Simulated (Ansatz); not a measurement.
Relaxation of the cluster B2Cl2 with RKS r2SCAN-D4/def2-TZVP.

```sh
$ ansatz run in.yaml --threads 2 --pin off --events-out ev --progress --plain --max-ram 4352MiB
```

```yaml
crystal:
  periodic: [false, false, false]
  atoms:
    - {symbol: B, position_ang: [-0.409870, -0.604960, -0.042420]}
    - {symbol: B, position_ang: [0.420790, 0.596720, 0.054690]}
    - {symbol: Cl, position_ang: [-1.364850, -1.970170, -0.174180]}
    - {symbol: Cl, position_ang: [1.353940, 1.978410, 0.161910]}
basis:
  gaussian: {orbitals: def2-TZVP}
hamiltonian: {xc: r2scan, dispersion: d4}
scf: {lower_state_search: "off"}
output: {orbitals: {seedname: orbitals}}
relax: {f_tol: 0.02, max_steps: 100}
```

Run time 18 s (2 threads of AMD EPYC 9R45 on a shared host).

Positions (Å) and forces (eV/Å) at steps 1, 2, 4 of 4:

```xyz
4
step=1 energy=-26394.6471 eV
B    -0.410   -0.605   -0.042   -0.771   -1.102   -0.098
B     0.421    0.597    0.055    0.754    1.095    0.088
Cl   -1.365   -1.970   -0.174   -0.172   -0.260   -0.016
Cl    1.354    1.978    0.162    0.189    0.267    0.026
4
step=2 energy=-26394.6817 eV
B    -0.420   -0.617   -0.045   -0.131   -0.176   -0.022
B     0.429    0.611    0.055    0.118    0.174    0.012
Cl   -1.375   -1.988   -0.174   -0.086   -0.135   -0.006
Cl    1.367    1.995    0.165    0.099    0.136    0.016
4
step=4 energy=-26394.6846 eV
B    -0.430   -0.616   -0.056   -0.002    0.002    0.001
B     0.433    0.614    0.054   -0.002    0.000    0.001
Cl   -1.377   -2.000   -0.167    0.001   -0.002   -0.001
Cl    1.374    2.002    0.170    0.003    0.000   -0.001
```

The restricted singlet is unstable towards broken spin symmetry at other levels; at r2SCAN-D4/def2-TZVP this wasn't settled. At r2SCAN-D4/def2-TZVP a triplet of charge 0 lies 1.04 eV below the restricted singlet, each at its own geometry. The structure comes from a short search, and lower isomers may exist.
